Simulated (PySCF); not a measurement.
**Working out the ionisation energy of Al(2+)**

Al(2+) [Ne] 3s1 (2S) → Al(3+) [Ne] (1S). Calculation: PySCF 2.14, in aug-cc-pwCVDZ (6s5p3d, 36 functions); no relativity, point nucleus. Frozen: nothing. Energies in hartree (1 hartree = 27.21139 eV):

```
             part  Al(2+) (lower)  Al(3+) (upper)
              UHF     -241.024018     -239.994662
MP2 opposite-spin       -0.088975       -0.084537
    MP2 same-spin       -0.036401       -0.032425
```

Q: What does Hartree-Fock give?

A: (-239.994662) − (-241.024018) = 1.029356 hartree = 28.010 eV.

Q: What do MP2 and SCS-MP2 (6/5 opposite-spin, 1/3 same-spin) give?

A: The opposite-spin parts differ by 0.121 eV and the same-spin parts by 0.108 eV. MP2: 28.010 + (0.121) + (0.108) = 28.239 eV. SCS-MP2: 28.010 + 1.2 × (0.121) + (0.108)/3 = 28.191 eV.

Measured between the centres of the two terms (NIST): 28.448 eV, so MP2 (all electrons) is off by -0.209 eV.

A double-zeta basis recovers only part of the correlation energy.

What remains against the reference includes basis incompleteness and correlation beyond second order.
